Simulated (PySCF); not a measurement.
One of the candidates below gave these computed data.

All candidates are C5H11FOSi.

* Polarisability: 90.9 au [PBE0/def2-SVPD]
* UV, strongest line: among the 6 lowest singlet transitions: S2 at 6.48 eV (191 nm, f = 0.260) [TDDFT PBE0/def2-SVPD]
* Triplet: lowest triplet excitation (Tamm–Dancoff): 4.31 eV [TDA PBE0/def2-SVPD]
* UV, first state: lowest singlet excitation: 6.22 eV (199 nm, f = 0.006) [TDDFT PBE0/def2-SVPD]
* 13C NMR: chemical shifts (computed TMS as zero) by class: 146.3 (1 C), 119.4 (1 C), 102.5 (1 C), 30.1 (1 C), 8.6 (1 C) ppm [GIAO PBE0/pcSseg-1]
* NMR, other nuclei: isotropic shieldings of nuclei other than C and H, by class: 332 (1 O), 404 (1 F), 374 (1 Si) ppm [GIAO PBE0/pcSseg-1]
* 1H NMR: chemical shifts (computed TMS as zero) by class: 5.99 (1 H), 5.69 (1 H), 5.61 (1 H), 4.96 (1 H), 4.61 (1 H), 1.92 (1 H), 1.50 (1 H), 1.34 (1 H), 1.08 (3 H) ppm [GIAO PBE0/pcSseg-1]
* Rotational structure: rotational constants A, B, C: 2.348, 1.270, 1.028 GHz [GFN2-xTB]

Electronic properties: PySCF, gas phase, density fitting. Levels stand in brackets. The structure is a single GFN2-xTB conformer in the gas phase; no vibrational or solvent corrections. Each NMR value is the plain mean over a class of atoms that symmetry, rotation or inversion makes alike.

**Question.** Which candidate is it?
A. `C[Si]1(C)C[C@@H](F)CO1`
B. `CO[Si@H]1C[C@@](C)(F)C1`
C. `CC[Si@@H](C=O)[C@H](C)F`
D. `C=C[C@@](F)(CC)[SiH2]O`
E. `CO[C@@H]1[C@H]([SiH3])[C@H]1CF`

**Answer.** D. It is `C=C[C@@](F)(CC)[SiH2]O`. Numbering: `[CH2:1]=[CH:2][C@@:3]([F:4])([CH2:5][CH3:6])[SiH2:7][OH:8]`. Its formula, C5H11FOSi, gives 1 degree of unsaturation: 0 rings and 1 π bond in the structure found. 5 carbons fall into 5 classes; from least to most shielded: alkene CH carbon [C2] (146.3 ppm), terminal =CH2 carbon [C1] (119.4 ppm), sp3 C–F carbon [C3] (102.5 ppm), chain CH2 carbon [C5] (30.1 ppm), methyl carbon [C6] (8.6 ppm). Hydrogen classes from least to most shielded: 1 H on an alkene CH carbon, C2 (5.99 ppm), 1 H on a terminal =CH2 carbon, C1 (5.69 ppm), 1 H on a terminal =CH2 carbon, C1 (5.61 ppm), 1 H on an oxygen-bound silicon, Si7 (4.96 ppm), 1 H on an oxygen-bound silicon, Si7 (4.61 ppm), 1 H on a chain CH2 carbon, C5 (1.92 ppm), 1 H on a silanol oxygen, O8 (1.50 ppm), 1 H on a chain CH2 carbon, C5 (1.34 ppm), 3 H on a methyl carbon, C6 (1.08 ppm). The other shieldings belong to: 332 ppm, silanol oxygen [O8]; 404 ppm, alkyl fluorine [F4]; 374 ppm, oxygen-bound silicon [Si7]. The optimised geometry has point group C1 and is an asymmetric top.

The others, at the same levels:
- `CO[C@@H]1[C@H]([SiH3])[C@H]1CF` fails: its computed 13C shifts are 82.8 (1 C), 62.9 (1 C), 60.9 (1 C), 26.3 (1 C), 4.2 (1 C) ppm, 1H shifts are 5.14 (1 H), 4.85 (1 H), 4.03 (3 H), 3.45 (3 H), 3.34 (1 H), 0.72 (1 H), 0.25 (1 H) ppm and rotational constant A is 2.086 GHz (against 2.348 GHz).
- `C[Si]1(C)C[C@@H](F)CO1` fails: its computed 13C shifts are 97.8 (1 C), 78.1 (1 C), 22.0 (1 C), 1.6 (1 C), 0.1 (1 C) ppm, 1H shifts are 5.29 (1 H), 4.66 (1 H), 4.14 (1 H), 1.15 (1 H), 0.73 (1 H), 0.21 (3 H), 0.17 (3 H) ppm and rotational constant A is 2.620 GHz (against 2.348 GHz).
- `CC[Si@@H](C=O)[C@H](C)F` fails: its computed 13C shifts are 250.5 (1 C), 88.7 (1 C), 21.3 (1 C), 9.4 (1 C), 4.7 (1 C) ppm, 1H shifts are 12.61 (1 H), 5.14 (1 H), 4.54 (1 H), 1.46 (3 H), 1.23 (3 H), 0.85 (1 H), 0.55 (1 H) ppm and rotational constant A is 2.180 GHz (against 2.348 GHz).
- `CO[Si@H]1C[C@@](C)(F)C1` fails: it has 4 carbon classes against 5; its computed 13C shifts are 89.9 (1 C), 54.1 (1 C), 37.2 (2 C), 33.4 (1 C) ppm, 1H shifts are 5.02 (1 H), 3.87 (3 H), 2.30 (2 H), 1.64 (2 H), 1.33 (3 H) ppm and rotational constant A is 4.167 GHz (against 2.348 GHz).

Each candidate is one conformer, not necessarily the lowest. Dipoles, sizes and rotational constants follow the conformer. The torsions of the flexible species, by atom-mapped SMILES:
- `[CH2:1]=[CH:2][C@@:3]([F:4])([CH2:5][CH3:6])[SiH2:7][OH:8]`: C1–C2–C3–F4 10°, C2–C3–C5–C6 -56°, C2–C3–Si7–O8 61°, H–O8–Si7–C3 35°
- `[CH3:1][O:2][C@@H:3]1[C@H:4]([SiH3:5])[C@H:6]1[CH2:7][F:8]`: C1–O2–C3–C4 -87°, C4–C6–C7–F8 36°
- `[CH3:1][CH2:2][Si@@H:3]([CH:4]=[O:5])[C@H:6]([CH3:7])[F:8]`: C1–C2–Si3–C4 62°, C2–Si3–C4–O5 -7°, C2–Si3–C6–C7 -57°
- `[CH3:1][O:2][Si@H:3]1[CH2:4][C@@:5]([CH3:6])([F:7])[CH2:8]1`: C1–O2–Si3–C4 178°

The conformers of `C[Si]1(C)C[C@@H](F)CO1` aren't listed.
